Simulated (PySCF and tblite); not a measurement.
C₄H₄F₃N, numbered as in [N:1]#[C:2][CH2:3][CH2:4][C:5]([F:6])([F:7])[F:8].

Level: PBE0-D3(BJ)/def2-TZVP//PBE0-D3(BJ)/def2-SVP, thermal terms from GFN2-xTB, symmetry numbers and mirror pairs counted. Conformers within 4 kcal/mol (GFN2-xTB free energy) were kept, 7 at most. Couplings: B3LYP/pcSseg-1 with pcJ-1 on H, F (gas phase; spin-dipole term only for pairs with B, N, F, Si or P). Couplings are for ¹⁹F, ¹H; a prime marks the second kind of pair between the same two sets of atoms. Run with PySCF (density fitting) and tblite.

Torsions listed: C2–C3–C4–C5. Of a mirror pair one member is shown.

```json
{"conformer": "1", "shape": "-178°", "weight %": "85.6"}
{"conformer": "2", "shape": "74°", "weight %": "14.4"}
```

**Question.** Give the couplings in each conformer and the averages at 298.15 K (pairs that fast motion interchanges averaged).

**Answer.** 
```csv
coupling,pairs,1,2,average (Hz)
"³J(H4,F6)",6,9.1,9.0,9.1
"²J(H3,H3)",1,-19.3,-20.1,-19.4
"³J(H3,H4)",2,15.9,2.2,13.9
"³J(H3,H4′)",2,4.4,11.4,5.4
"²J(H4,H4)",1,-16.0,-16.4,-16.1
```

Computed couplings to fluorine can be off by tens of per cent at such levels.

F–F couplings are left out: such levels miss them by tens of Hz and can give the wrong sign.
